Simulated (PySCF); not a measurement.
Isomers of C7H9Cl, one GFN2-xTB conformer each. Single-point energies are computed at PBE0/pcSseg-1 (PySCF, gas phase, no added dispersion term), electronic only.

```tsv
SMILES	GFN2-xTB relative energy (kcal/mol)
Cl[C@]12C[C@@H]3[C@H](C1)[C@@H]3C2	0.0
C=CC(/C=C\Cl)=C/C	54.6
```

Conformers: `[CH2:1]=[CH:2][C:3](/[CH:4]=[CH:5]\[Cl:6])=[CH:7]/[CH3:8]` with C1–C2–C3–C4 2°, C2–C3–C4–C5 80°.

Task: What does PBE0/pcSseg-1 give for the same structures?

Result: 
```json
{"SMILES": "Cl[C@]12C[C@@H]3[C@H](C1)[C@@H]3C2", "PBE0/pcSseg-1 E (Eh)": "-731.81367", "PBE0/pcSseg-1 (kcal/mol)": "0.0", "GFN2-xTB (kcal/mol)": "0.0", "point group": "C3v"}
{"SMILES": "C=CC(/C=C\\Cl)=C/C", "PBE0/pcSseg-1 E (Eh)": "-731.75974", "PBE0/pcSseg-1 (kcal/mol)": "33.8", "GFN2-xTB (kcal/mol)": "54.6", "point group": "C1"}
```

Both levels put the same isomer lowest. As drawn, the lower has a three-membered ring, which the higher lacks; the higher has a C=C bond outside aromatic rings, which the lower lacks.

Task: Which frontier levels, dipoles and rotational constants go with these structures?

Result: 
| SMILES | HOMO (eV, PBE0/pcSseg-1) | LUMO (eV) | dipole (D) | A, B, C (MHz) |
| --- | --- | --- | --- | --- |
| Cl[C@]12C[C@@H]3[C@H](C1)[C@@H]3C2 | -8.05 | 1.06 | 2.23 | 3856, 1421, 1421 |
| C=CC(/C=C\Cl)=C/C | -6.52 | -0.65 | 1.52 | 1850, 1461, 1003 |
